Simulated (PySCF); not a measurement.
**Au⁶⁶⁺: ionisation energy**

Au⁶⁶⁺ [Ne] 3s2 3p1 (2P) → Au⁶⁷⁺ [Ne] 3s2 (1S), as a difference of total energies. Calculation: PySCF 2.14, in an even-tempered Gaussian basis (17 s from 19 bohr⁻², ratio 2.5; 12 p from 25 bohr⁻², ratio 2.5; 4 d from 95 bohr⁻², ratio 2.7; 4 f from 140 bohr⁻², ratio 2.7); scalar relativity by spin-free X2C-1e. Correlated levels: outer shells: 1s2 frozen; virtual orbitals above 40 to 60 times the deepest correlated orbital energy dropped. The calculations carry no spin-orbit coupling.

```csv
method,ionisation energy (eV)
UHF,7566.8
MP2 (outer shells),7567.5
SCS-MP2 (outer shells),7567.3
CCSD (outer shells),7567.5
CCSD(T) (outer shells),7567.5
```

A first-order spin-orbit estimate (lowest level to lowest level, LS coupling) adds 303.6 eV.

Breit and QED terms and the two-electron picture change are absent.

First order in ζ underestimates the shift of j = l − 1/2 levels at high Z.

For comparison: 7910 ± 40 eV (theoretical estimate listed by NIST; NIST Atomic Spectra Database, ionization energies).
